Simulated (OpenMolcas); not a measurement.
**V2+: ligand-field states by method**

V2+ with its 8 nearest fluoride ions at 2.328 Å, on the Sr site of SrF2 (a = 5.796 Å, distance in the model lattice 2.510 Å). The rest of the host is ab initio model potentials to 7.6 Å and point charges beyond; the distance is set by hand and nothing relaxes. Ligand basis ANO-RCC-VDZP.
```
V     0.0000    0.0000    0.0000
F     1.3441    1.3441    1.3441
F     1.3441    1.3441   -1.3441
F     1.3441   -1.3441    1.3441
F     1.3441   -1.3441   -1.3441
F    -1.3441    1.3441    1.3441
F    -1.3441    1.3441   -1.3441
F    -1.3441   -1.3441    1.3441
F    -1.3441   -1.3441   -1.3441
```

```yaml
Program: OpenMolcas
Basis: ANO-RCC-VDZP [5s4p2d1f]
Scalar_Hamiltonian: DKH2, point nucleus
Active_space: 3 electrons in 5 orbitals (3d)
State_averaging: 2S+1 = 4 even, 10 roots; 2S+1 = 2 even, 40 roots
Spin-orbit_coupling: RASSI with atomic mean-field integrals over the reference wave functions
```

I. CASSCF
II. SS-CASPT2, IPEA 0.25 Eh, imaginary shift 0.1 Eh (closed shells correlated: 3s 3p and the ligand valence shells)

Spin-free states (labels of O, the rotations of Oh) in cm-1, each column counted from its own energy of the first state listed:

```
State  Degeneracy      I     II
  4T1           3      0      0
  4T2           3   4200   4110
  4A2           1   9329  10640
   2E           2  11918   9870
  2T2           3  15403  12440
  2T1           3  15735  13120
  4T1           3  17829  15050
  2A1           1  19029  16340
  2T1           3  19837  16040
  2T2           3  21675  18810
  2T1           3  22602  20470
   2E           2  24332  21790
  2T2           3  26524  22960
   2E           2  26712  23930
  2T1           3  26719  25000
  2T2           3  36142  30560
  2T1           3  36838  31800
  2A2           1  37774  32530
  2T2           3  56009  47670
   2E           2  56627  48350
```

From I to II, I's first state of the same spin (4T2) moves from 4200 to 4110 cm-1, by about -93 cm-1.

From I to II, I's first state of another spin (2E) moves from 11918 to 9870 cm-1, by about -2100 cm-1.

I: A least-squares ligand-field fit to the states below 45000 cm-1, each weighted by its degeneracy and with a free common offset, gives 10Dq = -5274 cm-1 (negative for this site), B = 941 cm-1 and C = 3559 cm-1 (C/B = 3.78), with an rms deviation of 157 cm-1. The same method and metal basis give the free ion B = 954 cm-1 (fit to its terms below 60000 cm-1, rms deviation 86 cm-1), so the nephelauxetic ratio is β = 941 / 954 = 0.99; it hangs on how both fits weigh the states, and computed free-ion B values tend to be too large, so β mixes covalency with correlation.

χT at 300 K: I 1.64, II 1.64 cm3 K/mol.

Roots that are degenerate in the reference are averaged as groups; the widest CASPT2 spread within a group is 350 cm-1 (the 3-fold group of multiplicity 4 near 4110 cm-1 above the lowest state of its run, II). Shifts and gaps below about the spread of the groups concerned are not significant. Over all roots computed the reference weight is 0.69 to 0.70 in II; a low but even weight reflects the number of correlated electrons. An orbital triplet at a regular site is open to Jahn-Teller coupling, which can distort the site and quench the lowest spin-orbit gaps and is left out. Ligand-to-metal charge-transfer states are missing. With no ligand orbital active B as a rule stays too high, so bands that hang on it stand too high and its fall with covalency is understated. Without dynamic correlation the repulsion within the d shell is too large (B by tens of per cent), so at a given field states of lower spin stand too high (holds for I). With metal d orbitals alone and no dynamic correlation 10Dq can be off by a tenth to a fifth, either way, in oxide and fluoride hosts (holds for I). These CASPT2 states fit no ligand-field parameters well, so their order and spin gaps are uncertain (holds for II). With one d shell and no ligand orbital active, 10Dq can be off by tens of per cent for divalent 3d ions, low with halides held by bare charges and at times high in hosts (holds for II). Free-ion shares, where given, are those of the reference states; single-state CASPT2 does not remix them (holds for II). No measured value stands beside these numbers; the geometry was set by hand and not optimised.
